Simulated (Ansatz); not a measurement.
Consider the isomerisation: `O[Si](O)(F)[SiH2]F` → `O[SiH2][Si](O)(F)F`.

Program: Ansatz. Geometries: PBE0-D4/def2-TZVP. ΔE: electronic, gas phase. CBS: MP2 limit from def2 TZ/QZ plus the TZ coupled-cluster correction, frozen cores. DFT in def2-TZVPP. One conformer a species, not always the lowest.

| level | ΔE (eV) |
| --- | --- |
| PBE0-D4 | 0.00 |
| ωB97X-V | 0.01 |
| SCS-MP2/def2-TZVPP | 0.00 |
| MP2/def2-QZVPP | 0.00 |

(1) What does CCSD(T)/CBS give? (Estimate.)

Largest T1 diagnostic among the species: 0.012.

## Answers

(1) Computed: 0.00 eV. The listed levels differ from it by 0.00, 0.01, 0.00, 0.00 eV.
